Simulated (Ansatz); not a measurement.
Consider the ligand exchange at the Sn–O bond: `C[O][SnH]([Cl])[Cl]` + HBr → `[Cl][SnH]([Cl])[Br]` + CH₃OH.

Calculated with Ansatz (gas phase, PBE0-D4/def2-TZVP geometries, no zero-point term in ΔE). CCSD(T)/CBS is the MP2 limit (def2-TZVPP, def2-QZVPP) plus CCSD(T) − MP2 in def2-TZVPP, frozen cores. This one scheme is used for every species. DFT in def2-TZVPP. def2 core potentials past Kr. For Br, Sn outer-core shells are correlated without core-valence functions, which leaves a few kJ/mol of doubt a bond. Scalar relativity is left out up to krypton. Each species was taken in one conformer, which may not be the lowest.

`C[O][SnH]([Cl])[Cl]`:

```xyz
9

C     0.294    0.113   -1.457
O    -0.752   -0.298   -0.598
Sn   -0.548   -0.213    1.324
Cl    1.310   -1.467    1.890
Cl   -0.041    1.972    1.882
H     1.201   -0.484   -1.313
H    -0.052   -0.029   -2.483
H     0.543    1.171   -1.320
H    -1.956   -0.764    2.076
```

HBr:

```xyz
2

Br   -0.049    0.497   -0.505
H     0.049   -0.497    0.505
```

`[Cl][SnH]([Cl])[Br]`:

Cartesian coordinates in Å:
```
Cl 1.828 -0.445 1.242
Sn 0.058 -0.003 -0.164
Cl -0.667 2.130 0.316
Br -1.751 -1.556 0.391
H 0.532 -0.126 -1.784
```

CH₃OH:

```xyz
6

C     0.332   -0.119    0.051
O    -1.063   -0.204   -0.133
H     0.703   -1.139    0.157
H     0.601    0.438    0.957
H     0.839    0.340   -0.806
H    -1.412    0.684   -0.227
```

| level | ΔE (kJ/mol) | difference from CCSD(T)/CBS |
| --- | --- | --- |
| B97M-V | -66.9 | 3.6 |
| BHLYP-D4 | -78.6 | -8.1 |
| ωB97M-V | -72.1 | -1.6 |
| PBE-QIDH | -77.1 | -6.6 |
| r2SCAN | -71.7 | -1.2 |
| PBE0 | -80.3 | -9.8 |
| r2SCANh | -74.6 | -4.1 |
| LC-ωPBE | -71.4 | -0.9 |
| RPA@PBE/def2-TZVPP | -59.3 | 11.2 |
| MP2/def2-SVP | -65.1 | 5.4 |
| CCSD(T)/def2-SVP | -63.9 | 6.6 |
| HF/def2-TZVPP | -84.8 | -14.3 |
| SCS-MP2/def2-TZVPP | -66.1 | 4.4 |
| CCSD/def2-TZVPP | -67.6 | 2.9 |
| HF/def2-QZVPP | -84.1 | -13.6 |
| SCS-MP2/def2-QZVPP | -69.1 | 1.4 |
| CCSD(T)/CBS | -70.5 | 0 |

Largest T1 diagnostic among the species: 0.013.

At CCSD(T), def2-SVP lies +6.6 kJ/mol from the extrapolated value and def2-TZVPP +6.0 kJ/mol. From r2SCAN to r2SCAN0 (25 % exact exchange), in def2-TZVPP and without D4, ΔE moves by −7.0 kJ/mol. In def2-TZVPP, CCSD(T) changes the Hartree–Fock value by +20.3 kJ/mol (the triples alone add +3.1 kJ/mol) and MP2 by +17.1 kJ/mol.
